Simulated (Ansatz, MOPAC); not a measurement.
Species: SiHBr, net charge 0, singlet state. SMILES: [SiH]Br
Structure (B3LYP-D3(BJ)/def2-TZVP (Ansatz, a first-principles code) minimum search):
```xyz
3

Si    -0.8792    -0.7820     1.0617
H     -1.8991    -1.2190     0.0169
Br     0.4059     0.3476    -0.4252
```
Charge 0, spin multiplicity 1.

Wanted: vertical electron affinity to the doublet, in eV. Set-up: each state is the SCF solution reached for its charge and spin; dispersion terms only where a functional's name holds one; LANL2DZ with its own core potentials from Na on; spin-orbit terms left out; non-relativistic; 6-31G* and kin with 6d, 5d where marked; PM7 with its own dispersion and hydrogen-bond terms; UHF or UKS for open shells. First-principles rows: single points at B3LYP-D3(BJ) geometries (Ansatz). Semi-empirical rows: differences of heats of formation at the shared geometry for vertical values. Anions need diffuse functions, which STO-3G, LANL2DZ, def2-SVP, cc-pVDZ and Pople sets without + lack.

```tsv
species	coefficient	E at B3LYP/6-31G* with LANL2DZ past Ar (Ansatz), Eh	E at wB97X-V/def2-TZVPD (Ansatz), Eh	heat of formation at PM7 (MOPAC), kcal/mol
charge -1, doublet	-1	-303.28170	-2863.99977	-13.07
charge 0, singlet	+1	-303.24395	-2863.95706	49.75
```

 1 Eh = 27.2114 eV and 1 eV = 23.0605 kcal/mol.

Compute it at each level from the table.


- B3LYP/6-31G* with LANL2DZ past Ar: the sum of coefficient times E is 0.03775 Eh, or 1.027 eV. Result: 1.03 eV.
- wB97X-V/def2-TZVPD: the sum of coefficient times E is 0.04271 Eh, or 1.162 eV. Result: 1.16 eV.
- PM7: the sum of coefficient times heat of formation is 62.82 kcal/mol, or 2.72 eV.
